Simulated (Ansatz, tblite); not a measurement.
Removing and adding an electron: Pt(PH3)2 (P2PtH6). Charge 0, multiplicity 1. Geometry: PBE0-D4/def2-SVP. Ansatz, gas phase; energy differences of separate SCF runs; the oxidised species was run as a doublet alone; the reduced species was run as a doublet alone.

| atom | x (Å) | y (Å) | z (Å) |
| --- | --- | --- | --- |
| Pt1 | 0.0045 | 0.0011 | -0.0047 |
| P2 | -1.3644 | 1.4993 | -0.9542 |
| H3 | -1.7499 | 2.6623 | -0.2326 |
| H4 | -2.6654 | 1.1044 | -1.3706 |
| H5 | -0.9791 | 2.1518 | -2.1575 |
| P6 | 1.3663 | -1.4989 | 0.9523 |
| H7 | 2.7008 | -1.1364 | 1.2835 |
| H8 | 1.6703 | -2.7130 | 0.2775 |
| H9 | 1.0169 | -2.0707 | 2.2064 |

In the def2 sets Pt takes a core potential; there is no spin–orbit coupling. The xTB rows come from tblite.

| level | −HOMO (eV) | vertical IE (eV) | −LUMO (eV) | vertical EA (eV) | HOMO–LUMO gap (eV) | IE − EA (eV) | remarks |
| --- | --- | --- | --- | --- | --- | --- | --- |
| GFN1-xTB | 9.25 | 12.99 | 6.36 | 3.75 | 2.89 | 9.24 | – |
| PBE-D4/def2-TZVP | 4.51 | 7.86 | 1.35 | – | 3.17 | – | – |
| PBE0-D4/def2-TZVP | 5.78 | 7.61 | 0.57 | – | 5.21 | – | – |
| PBE0-D4/def2-TZVPD | 5.81 | – | 0.64 | -0.61 | 5.17 | – | HOMO above zero (-1 doublet) |

Estimate the rows for GFN2-xTB, PBE-D4/def2-TZVPD, r2SCAN-D4/def2-TZVP, r2SCAN-D4/def2-TZVPD.


| level | −HOMO (eV) | vertical IE (eV) | −LUMO (eV) | vertical EA (eV) | HOMO–LUMO gap (eV) | IE − EA (eV) | remarks |
| --- | --- | --- | --- | --- | --- | --- | --- |
| GFN2-xTB | 8.41 | 11.78 | 5.55 | 3.51 | 2.86 | 8.28 | – |
| PBE-D4/def2-TZVPD | 4.58 | – | 1.40 | -0.46 | 3.17 | – | HOMO above zero (-1 doublet) |
| r2SCAN-D4/def2-TZVP | 4.69 | 7.78 | 1.18 | – | 3.51 | – | – |
| r2SCAN-D4/def2-TZVPD | 4.73 | – | 1.21 | -0.57 | 3.52 | – | HOMO above zero (-1 doublet) |

   A HOMO above zero means that the electron is unbound at that level or that self-interaction error raises the level; the energy of removing that electron tells which. Raw xTB energy differences between charge states are shifted by several eV; the methods need an empirical correction for them. A negative affinity means that the extra electron isn't bound; its size then hangs on the basis.
